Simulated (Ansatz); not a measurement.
`[F][GaH][Cl]` + `[SiH3][SeH]` → `[SiH3][Se][GaH][Cl]` + H–F at 500 K and 1 bar (ligand exchange at a Ga–F bond).

Isolated molecules relaxed with PBE0-D4/def2-TZVP in Ansatz; ΔE leaves out vibrations. CCSD(T)/CBS adds triple-zeta CCSD(T) − MP2 to the extrapolated MP2 energy (def2 sets, frozen cores). This one scheme is used for every species. For Ga, Se outer-core shells are correlated without core-valence functions, which leaves a few kJ/mol of doubt a bond. Scalar relativity is left out up to krypton. Each species was taken in one conformer, which may not be the lowest.

```json
{"species": "`[F][GaH][Cl]`", "CCSD(T)/CBS energy (Eh)": "-2484.20089", "H − E (kJ/mol)": "53.4", "S (J/(mol·K))": "328.5"}
{"species": "`[SiH3][SeH]`", "CCSD(T)/CBS energy (Eh)": "-2692.20088", "H − E (kJ/mol)": "115.2", "S (J/(mol·K))": "325.5"}
{"species": "`[SiH3][Se][GaH][Cl]`", "CCSD(T)/CBS energy (Eh)": "-5076.01837", "H − E (kJ/mol)": "138.8", "S (J/(mol·K))": "458.0"}
{"species": "H–F", "CCSD(T)/CBS energy (Eh)": "-100.39570", "H − E (kJ/mol)": "39.4", "S (J/(mol·K))": "188.7"}
```

H − E and S are ideal-gas, rigid-rotor, harmonic terms from PBE0-D4/def2-TZVP, for one conformer and one mirror image of each species. 1 Eh = 2625.50 kJ/mol, R = 8.31446 J/(mol·K).

Problem. By hand: ΔE, ΔH, ΔS and ΔG.

Solution. ΔE = (-5076.01837) + (-100.39570) − (-2484.20089) − (-2692.20088) = -0.01230 Eh = -32.3 kJ/mol. Δ(H − E) = 138.8 + 39.4 − 53.4 − 115.2 = 9.6, so ΔH = -22.7 kJ/mol. ΔS = 458.0 + 188.7 − 328.5 − 325.5 = -7.3 J/(mol·K). ΔG = -22.7 − 500 × (-7.3)/1000 = -19.1 kJ/mol.

Problem. By hand: the equilibrium constant, and the temperature at which ΔG would vanish if ΔH and ΔS stayed fixed.

Solution. log₁₀ K = −ΔG/(RT ln 10) = 2.0. ΔG = 0 at ΔH/ΔS = 3110 K, far beyond where these terms or the molecules hold.

The number of gas molecules stays the same, so ΔS is small and ΔH decides. A doubt of 5 kJ/mol in ΔE shifts log₁₀ K by 0.5 here. Other conformers and mirror images would add mixing entropy, several J/(mol·K) or more a flexible species. Modes under 60 cm⁻¹, often nearly free rotors, make the harmonic entropy too high. These are equilibria of isolated gas molecules and say nothing of rates. Largest T1 diagnostic: 0.013 (customary marks: 0.02 for closed shells, 0.045 for open ones).
